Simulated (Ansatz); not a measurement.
Geometry optimisation, RHF/def2-SVP (Ansatz 0.2.0).

Input file:

```yaml
crystal:
  periodic: [false, false, false]
  atoms:
    - { symbol: In, position_ang: [-1.0515, -0.1099, -0.1363] }
    - { symbol: Cl, position_ang: [0.9966, -2.0612, 0.1998] }
    - { symbol: Cl, position_ang: [-2.0178, -0.0594, -2.2081] }
    - { symbol: Cl, position_ang: [-2.0681, 0.5265, 1.8248] }
    - { symbol: H, position_ang: [1.4642, -0.3908, -0.0655] }
    - { symbol: O, position_ang: [1.1859, 0.8387, -0.212] }
    - { symbol: H, position_ang: [1.4906, 1.2561, 0.5972] }
basis:
  gaussian: { orbitals: def2-SVP }
hamiltonian:
  xc: hf
relax:
  f_tol: 0.15
  max_steps: 25
  restrain:
    - { distance: [0, 5], at: 2.08, k: 30.0 }
    - { distance: [4, 1], at: 1.33, k: 30.0 }
    - { distance: [0, 1], at: 3.74, k: 30.0 }
    - { distance: [4, 5], at: 2.27, k: 30.0 }
output:
  orbitals: {}
```

Run as:

```bash
$ ansatz run input.yaml --threads 2 --pin off --max-ram 3072MiB --backend cpu --events-out ev --progress --plain --runs-dir out
```

Task: Where does it end, and by what steps?

Result: The forces met the threshold. The restraints hold the end off the free minimum. After 7 steps the energy has fallen by 0.247 eV (the restraints' own energy left out); H5 moved furthest, 0.81 Å. Parted: In1–Cl2. Joined: Cl2–H5.

| step | energy less start (eV) | largest force component (eV/Å) | accepted |
| --- | --- | --- | --- |
| 0 | 0.0000 | 4.357 | yes |
| 1 | 0.7689 | 3.377 | yes |
| 2 | 0.4625 | 3.501 | yes |
| 3 | -0.0319 | 2.366 | yes |
| 4 | -0.1938 | 1.442 | yes |
| 5 | -0.1630 | 1.976 | no |
| 6 | -0.2335 | 1.303 | yes |
| 7 | -0.2472 | 1.182 | yes |

```xyz
7
Properties=species:S:1:pos:R:3
In -1.056 0.483 -0.179
Cl 1.400 -2.305 0.212
Cl -2.110 -0.035 -2.183
Cl -2.200 0.584 1.847
H 1.834 -1.107 -0.069
O 0.925 0.965 -0.205
H 1.207 1.416 0.577
```

Whether the end is a true minimum wasn't checked by a vibrational analysis.

Time of the run: 25 s on 2 threads of Intel(R) Xeon(R) Platinum 8488C (Sapphire Rapids) (shared host), peak memory 0.26 GiB.
